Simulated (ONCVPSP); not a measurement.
Zn, ONCV: configuration errors across variants

| Item | Value |
| --- | --- |
| Element | Zn |
| Generator | ONCVPSP 4.0.1 |
| Type | optimised norm-conserving Vanderbilt (ONCV) |
| Functional | LDA (Perdew-Zunger) |
| Relativity | scalar-relativistic |
| Frozen core | [Ne] |
| Valence charge | 20 |
| Reference configuration | 3s2 3p6 3d10 4s2 |
| Partial waves | 3s+4s: rc 0.95 bohr, ncon 5, nbas 8, qcut 13.8 1/bohr, 3 projectors, debl 0.7 Ha; 3p: rc 0.75 bohr, ncon 5, nbas 9, qcut 13 1/bohr, 1 projector; 3d: rc 0.95 bohr, ncon 4, nbas 9, qcut 16.2 1/bohr, 2 projectors, debl 3.5 Ha |
| Local potential | polynomial inside 0.50 bohr (lpopt 5, dvloc0 1 Ha) |
| Core correction | Teter function fitted to the true core (icmod 2), fcfact 0.25 |

All-electron excitation energies from the reference (eV): (1) 3s2 3p6 3d10 4s1 10.190; (2) 3s2 3p6 3d10 4s0 28.959; (3) 3s2 3p6 3d9 4s0 69.850; (4) 3s2 3p6 3d10 4s1.5 4.078.

2 further variants failed, have other tests or another functional or relativity, and are left out.

Errors AE − PS in meV (a dash: test not solved or not reliable):

| change | (1) | (2) | (3) | (4) | bound ghosts | GHOST(+) flags above zero |
| --- | --- | --- | --- | --- | --- | --- |
| base | -0.4 | +1.0 | -6.1 | -0.1 | none | s |
| d: qcut 10.7 | -2.4 | +3.3 | -3.6 | 0.0 | none | s |
| all radii but the core radius scaled by about 1.22 (s 1.16, p 0.92, d 1.16 bohr); local potential polynomial inside 0.62 bohr (lpopt 5, dvloc0 1 Ha) | 0.0 | +2.3 | -4.5 | -0.1 | none | s |
| local potential polynomial inside 0.50 bohr (lpopt 5, dvloc0 0 Ha) | -0.4 | +1.0 | -6.1 | -0.1 | none | s |
| d: rc 1 | -0.1 | +1.4 | -5.4 | -0.1 | none | s |
| s: debl 0.85 | -0.4 | +1.0 | -6.1 | -0.1 | none | s |
| p: ncon 4, nbas 8 | -0.4 | +1.1 | -6.0 | -0.1 | none | s |
| p: qcut 14.2 | -0.4 | +1.0 | -6.1 | -0.1 | none | s |

(1) Give the same row for: core correction Teter function, fcfact 5.5, rcfact 1.25.

Results:

(1) -0.4, +1.1, -6.0, -0.1; bound ghosts: none; GHOST(+) flags above zero: s.
